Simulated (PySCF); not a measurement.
Species: PhCH2CF2CH3, C₉H₁₀F₂.
Bonds: C1–C2, C2–F3, C2–F4, C2–C5, C5–C6, C6–C7 (aromatic), C7–C8 (aromatic), C8–C9 (aromatic), C9–C10 (aromatic), C10–C11 (aromatic), C6–C11 (aromatic). Hydrogens: H12, H13, H14 on C1; H15, H16 on C5; H17 on C7; H18 on C8; H19 on C9; H20 on C10; H21 on C11.

Computed with PySCF, PBE0-D3(BJ)/def2-SVP geometry optimisation, gas phase.

**Question.** What internal coordinates does the optimisation give?

**Answer.** 
```csv
bond,length (Å),order
C1–C2,1.505,single
"C2–F3, C2–F4",1.365,single
C2–C5,1.522,single
C5–C6,1.503,single
"C6–C7, C6–C11",1.400,aromatic
"C7–C8, C10–C11",1.393,aromatic
"C8–C9, C9–C10",1.394,aromatic
"C1–H12, C1–H13, C1–H14",1.098,single
"C5–H15, C5–H16",1.100,single
"C7–H17, C11–H21",1.093,single
"C8–H18, C10–H20",1.093,single
C9–H19,1.093,single
```

Bonds in one row agree within 0.01 Å and their mean is given. Orders are formal, as drawn. A selection of angles:
```csv
angle,degrees
C2–C1–H12,110.3
H12–C1–H13,109.1
C1–C2–F3,109.1
C1–C2–C5,116.2
F3–C2–F4,106.0
F3–C2–C5,107.5
F4–C2–C5,108.8
C2–C5–C6,114.2
C2–C5–H15,106.0
C2–C5–H16,107.3
C6–C5–H15,111.1
H15–C5–H16,107.3
C5–C6–C7,120.7
C7–C6–C11,118.6
C6–C7–C8,120.9
C6–C7–H17,119.4
C8–C7–H17,119.7
C7–C8–C9,120.0
C7–C8–H18,119.8
C9–C8–H18,120.2
C8–C9–C10,119.5
C8–C9–H19,120.2
```

Torsions: C1–C2–C5–C6 -56° (synclinal); C2–C5–C6–C7 106° (anticlinal). The mirror-image conformer, all signs reversed, is as good.

Of the pairs four or more bonds apart, F4···C11 is among the closest relative to their van der Waals radii: 3.04 Å, 96 % of the sum of Bondi's values. The 6-membered ring C6–C7–C8–C9–C10–C11 has internal angles of 118.6° to 120.9° (sum 720°, against 720° for a flat polygon); it is planar, 0.00 Å rms from its mean plane, widest ring torsion 0°. The C–C distances run from 1.393 Å (C10–C11, aromatic) to 1.522 Å (C2–C5, drawn single), a spread of 0.129 Å.

Point group: C1 (no symmetry element, even within 0.4 Å). Whether it is a minimum is left open (no frequencies). One conformer, not necessarily the lowest.
